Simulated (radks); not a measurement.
Ionisation of the hafnium ion Hf+, [Xe] 4f14 5d1 6s2, to [Xe] 4f14 5d2 as the strength of local exchange is varied. Method: scalar-relativistic Kohn-Sham, Slater X-alpha exchange (alpha = 2/3 is LDA exchange), no correlation, spin-unpolarised, spherical densities, finite nucleus; Fermi nuclear charge, rms radius 5.347 fm; computed with a radial shooting solver on a logarithmic mesh with Libxc functionals.

| alpha | E(Hf+) (hartree) | exchange (hartree) | IE (eV) | -e of the level emptied (eV) | <r> of it (bohr) |
|---|---|---|---|---|---|
| 0.575 | -15019.4431 | -250.1208 | 14.949 | 10.401 (6s) | 3.193 |
| 0.58 | -15021.6284 | -252.3357 | 14.962 | 10.435 (6s) | 3.190 |
| 0.662 | -15057.5163 | -288.7567 | 15.161 | 11.009 (6s) | 3.139 |
| 0.667 | -15059.7076 | -290.9834 | 15.172 | 11.045 (6s) | 3.136 |
| 0.799 | -15117.6822 | -350.0146 | 15.454 | 12.004 (6s) | 3.057 |
| 0.872 | -15149.8469 | -382.8638 | 15.590 | 12.552 (6s) | 3.014 |

NIST Atomic Spectra Database: 14.61 +/- 0.04 eV (theoretical). The central value is not met in this range of alpha. Spin polarisation and multiplet splitting are left out, so open shells lie too high by an amount that depends on their filling. Spin-orbit splitting is averaged out at the scalar-relativistic level.

Beside tabulated values, note that spin-unpolarised runs miss the spin-polarisation part of the exchange energy of open shells.
